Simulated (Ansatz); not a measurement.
The first iterations of a band of AlH6NOS (10 atoms, charge 0, multiplicity 1).

Level of theory: RKS PBE-D4/6-31G* in Ansatz.

```json
{
  "movable images": "7",
  "climbing image": "yes",
  "spring": "2.0 to 10.0 eV/Å², energy-weighted",
  "optimiser": "quadratic models (default)",
  "start path": "through a guess of the saddle point",
  "force threshold": "0.03 eV/Å",
  "iteration limit": "60",
  "end points": "relaxed"
}
```

Image 0:

```xyz
10
Properties=species:S:1:pos:R:3
Al -0.075 0.247 0.096
O -0.270 -0.310 1.763
H -0.405 -1.269 1.875
N 1.519 -0.031 -0.695
H 2.382 -0.318 -0.235
H 1.655 0.020 -1.705
H -1.331 0.448 -0.880
S -0.040 2.611 1.250
H 1.304 2.652 1.448
H -0.251 1.822 2.344
```

Image 8:

```xyz
10
Properties=species:S:1:pos:R:3
Al 0.048 0.581 0.057
O -0.127 -0.236 1.947
H -1.015 -0.646 2.031
N 1.607 0.108 -0.700
H 1.697 -0.679 -1.341
H 2.508 0.564 -0.574
H -1.331 -0.001 -0.520
S -0.037 2.667 0.974
H 1.307 2.890 0.943
H -0.169 0.623 2.444
```

| iteration | highest image above the first end (eV) | largest band force component (eV/Å) |
| --- | --- | --- |
| 1 | 3.447 | 9.534 |
| 2 | 0.879 | 2.971 |
| 3 | 0.414 | 1.393 |
| 4 | 0.238 | 0.971 |
| 5 | 0.164 | 0.735 |
| 6 | 0.138 | 0.501 |
| 7 | 0.126 | 0.374 |
| 8 | 0.102 | 0.279 |
| 9 | 0.088 | 0.620 |

**Question.** Does the band converge within its limit, and where does its top end?

**Answer.** It converged. It ended after 27 iterations with the highest image 0.081 eV above the first end. The profile has 2 maxima (images 3, 6) with wells between them (image 5): this band takes more than one step, which may be the mechanism or a detour left from its start path. Another band between the same ends (7 images) ends at a top of the same energy, where a vibrational analysis finds 1 clearly imaginary mode. The orbitals stay closed-shell, which can raise the energy where a bond breaks towards radicals; this wasn't checked here.

Time of the run: 8.9 min on 1 thread of Arm Neoverse V1 (shared host), peak memory 0.12 GiB.
